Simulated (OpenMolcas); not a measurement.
An atom or ion with 12 electrons was computed by SS-CASPT2, IPEA 0.25 Eh, imaginary shift 0.1 Eh with spin-orbit coupling (OpenMolcas, ANO-RCC-VQZP, DKH2). The lowest levels that the run gave, each within 12 % of the measured value where one is at hand:

```tsv
J	Parity	E (eV)	g
0	even	0.0000	
0	odd	8.367	
1	odd	8.392	1.501
2	odd	8.441	1.501
1	odd	13.292	1.000
2	even	20.456	1.045
0	even	20.492	
1	even	20.517	1.501
2	even	20.576	1.456
```

Problem. Which ion is it, and what are the configurations and terms?

Solution. P³⁺ (Z = 15, charge +3; active space 2 electrons in 8 orbitals (3s 3p 4s 4p)). J, parity and g give the terms where levels are pure, and mixed ones are named by the computed weights; the size of the splittings, set against known spectra of the 12-electron sequence, gives the charge. In order, with the measured energies in eV (Martin, Zalubas and Musgrove, J. Phys. Chem. Ref. Data 14, 751 (1985)): 3s² ¹S₀, 3s 3p ³P°₀ (8.4208), 3s 3p ³P°₁ (8.4491), 3s 3p ³P°₂ (8.5072), 3s 3p ¹P°₁, 3p² ¹D₂ (19.6071), 3p² ³P₀ (20.4501), 3p² ³P₁ (20.4804), 3p² ³P₂ (20.5385).

Over all roots computed the reference weight is 0.90 to 1.00; the roots of lowest weight are the least certain, and an intruder state may touch them. Some levels mix across a computed gap that differs much from the measured one, so their mixing is not that of the real levels. Active for correlation alone: 4p 4s; no level in the range computed is led by a configuration that fills them, so any true level of that kind is missing. The ¹D term of p² mixes with s d, which this space lacks. Measured partners are found by configuration, term and J. A level has none where our copy of the source lacks it or the pairing is in doubt (some pairs that miss far off the trend of their configuration count as doubtful), and it then counts in no deviation. Levels of configurations outside the active space are missing.

° marks odd parity.
